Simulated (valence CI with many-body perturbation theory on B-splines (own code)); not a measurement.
**Valence orbitals of W LXVIII**

Calculated by valence CI with perturbative core correlation (CI+MBPT): five valence electrons over a frozen Dirac-Fock core [He], a basis of 11 s, 11 p, 10 d, 8 f, 5 g, 2 h functions for each j, with the one-electron correlation potential Σ1, the two-electron term Σ2, the three-electron term Σ3, Breit, model QED; selected CI, second order for the rest, scaled by the run's own slope (own B-spline code, finite nucleus).

No measured spectrum was set against this ion. As an estimate, large intervals hold to a few tenths of a per cent, small ones and those within an open d or f shell to about a per cent. Among the levels kept, up to 7500 cm⁻¹ of a level comes from second order outside the variational space, and about a tenth of that is noise between levels of different J, which matters for small intervals.

These are the spectroscopic orbitals of the CI (the correlating ones are not listed), shaped by the core and the other valence electrons. h is the expectation value of the core's Dirac-Fock operator, without the valence repulsion; Σ1 is computed up to l = 3 at one energy for each symmetry, that of its lowest orbital but kept below the first core excitation, so for empty shells it is not the orbital's own correlation shift; Breit and QED include the response of the core.

| Orbital | h (hartree) | Σ1 (cm⁻¹) | Breit (cm⁻¹) | QED (cm⁻¹) | ⟨r⟩ (bohr) |
| --- | --- | --- | --- | --- | --- |
| 2s1/2 | -724.56 | -1569 | 124940 | 154251 | 0.07468 |
| 3s1/2 | -313.83 | -394 | 34087 | 43937 | 0.1759 |
| 4s1/2 | -173.39 | -155 | 13390 | 17869 | 0.3217 |
| 5s1/2 | -109.63 | -76.4 | 6656 | 8947 | 0.5116 |
| 6s1/2 | -75.471 | -43.2 | 3778 | 5097 | 0.7455 |
| 7s1/2 | -55.089 | -26.8 | 2348 | 3175 | 1.023 |
| 2p1/2 | -717.29 | -4431 | 251584 | 7628 | 0.06153 |
| 3p1/2 | -311.77 | -1017 | 65963 | 1448 | 0.1638 |
| 4p1/2 | -172.54 | -392 | 25828 | 543 | 0.3106 |
| 5p1/2 | -109.2 | -192 | 12793 | 264 | 0.5014 |
| 6p1/2 | -75.226 | -108 | 7250 | 148 | 0.7363 |
| 7p1/2 | -54.936 | -67.0 | 4502 | 91.7 | 1.015 |
| 2p3/2 | -661.31 | -2610 | 81072 | 21774 | 0.06887 |
| 3p3/2 | -295.13 | -606 | 22518 | 5715 | 0.1743 |
| 4p3/2 | -165.58 | -235 | 11103 | 2306 | 0.3245 |
| 5p3/2 | -105.66 | -116 | 5583 | 1156 | 0.5188 |
| 6p3/2 | -73.193 | -65.6 | 3195 | 660 | 0.7572 |
| 7p3/2 | -53.663 | -40.8 | 1998 | 413 | 1.039 |
| 3d3/2 | -294.34 | -271 | 2302 | -265 | 0.1473 |
| 4d3/2 | -165.25 | -118 | 1267 | -21.3 | 0.2983 |
| 5d3/2 | -105.49 | -61.1 | 618 | 7.2 | 0.4934 |
| 6d3/2 | -73.094 | -35.5 | 374 | 9.4 | 0.7326 |
| 7d3/2 | -53.601 | -22.4 | 241 | 7.8 | 1.016 |
| 3d5/2 | -289.72 | -226 | 744 | 1730 | 0.1507 |
| 4d5/2 | -163.29 | -97.6 | 410 | 810 | 0.3025 |
| 5d5/2 | -104.49 | -50.4 | 191 | 431 | 0.4985 |
| 6d5/2 | -72.513 | -29.3 | 116 | 254 | 0.7387 |
| 7d5/2 | -53.235 | -18.5 | 75.0 | 161 | 1.022 |
| 4f5/2 | -163.16 | -20.8 | 12.8 | -220 | 0.2603 |
| 5f5/2 | -104.43 | -11.9 | 10.6 | -107 | 0.4567 |
| 6f5/2 | -72.48 | -7.2 | 6.5 | -59.8 | 0.6973 |
| 7f5/2 | -53.215 | -4.7 | 4.6 | -36.9 | 0.9817 |
| 4f7/2 | -162.22 | -19.3 | 3.8 | 203 | 0.2625 |
| 5f7/2 | -103.95 | -11.0 | 3.2 | 111 | 0.4592 |
| 6f7/2 | -72.201 | -6.7 | 1.8 | 66.1 | 0.7002 |
| 7f7/2 | -53.039 | -4.3 | 1.3 | 42.5 | 0.9850 |
| 5g7/2 | -103.93 |  | 0.1 | -71.3 | 0.4009 |
| 6g7/2 | -72.19 |  | 0.1 | -41.2 | 0.6420 |
| 7g7/2 | -53.031 |  | 0.0 | -25.9 | 0.9271 |
| 5g9/2 | -103.64 |  | 0.0 | 57.2 | 0.4026 |
| 6g9/2 | -72.024 |  | 0.0 | 33.4 | 0.6438 |
| 7g9/2 | -52.927 |  | 0.0 | 21.1 | 0.9291 |
| 6h9/2 | -72.023 |  |  |  | 0.5704 |
| 6h11/2 | -71.914 |  |  |  | 0.5717 |

Among the shells of the start configuration 2s2 2p3, Σ1 is largest in size for 2p1/2, where it is 0.0028 % of h.

Lowest root of each symmetry, sizes in configuration state functions:

```csv
J,Parity,Roots,Reference,Variational,Second order,Change by selected CI (cm⁻¹),Change by second order (cm⁻¹)
1/2,even,26,102,31986,394890,-43596,-1125
3/2,even,34,157,31997,943727,-43030,-2788
5/2,even,29,157,32000,1156387,-35237,-2814
7/2,even,13,110,31990,762708,-34741,-3308
9/2,even,5,67,31980,562916,-35634,-1141
1/2,odd,26,101,31999,336505,-36015,-1125
3/2,odd,36,159,31988,657533,-35769,-1845
5/2,odd,29,151,31994,819493,-32227,-2971
7/2,odd,17,113,31986,818049,-32747,-4076
9/2,odd,6,65,31980,424465,-29310,-1098
11/2,odd,2,33,31999,209075,-35710,-430
```
